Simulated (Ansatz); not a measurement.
Species: trifluoro(methoxy)silane, CH$_{3}$F$_{3}$OSi (charge 0, singlet). 
Structure (B3LYP-D3(BJ)/def2-TZVP (Ansatz, a program for electronic structure) minimum search):
SMILES: CO[Si](F)(F)F
```xyz
9

Si     0.3974     0.0167    -0.0324
F      0.7139    -1.2546     0.8502
F      0.6104     1.2762     0.8971
F      1.4373     0.0810    -1.2091
O     -1.0735    -0.0319    -0.6578
C     -2.3172    -0.0949     0.0416
H     -3.1087    -0.1210    -0.7042
H     -2.3700    -0.9969     0.6537
H     -2.4480     0.7846     0.6743
```

CCSD(T) with Ansatz in growing basis sets, 38 correlated electrons. Valence correlation only, unless marked. Open shells are spin-unrestricted. Spin-orbit coupling is left out. No relativistic terms. Costs are ratios of core time to the smallest set, on shared machines of one kind, and rough; they hold the program's checks for lower states.

| basis | functions | cost over smallest | E(corr) (Eh) | electronic atomisation energy (kcal/mol) |
|---|---|---|---|---|
| cc-pV(D+d)Z | 108 | 1× | -1.0155 | 836.2 |
| cc-pV(T+d)Z | 231 | 20× | ? | ? |

Task: What does the step to cc-pV(T+d)Z buy, and how does its cost grow by formal scaling?

Result: Formally CCSD grows as o²v⁴ and (T) as o³v⁴; with o = 19 and v going from 79 to 202 both grow 43-fold in the last step, while integrals and the mean field grow more slowly. That step adds 307.7 mEh of correlation energy and 73.9 kcal/mol to the atomisation energy. Row: E(corr) (Eh) -1.3232, electronic atomisation energy (kcal/mol) 910.1.
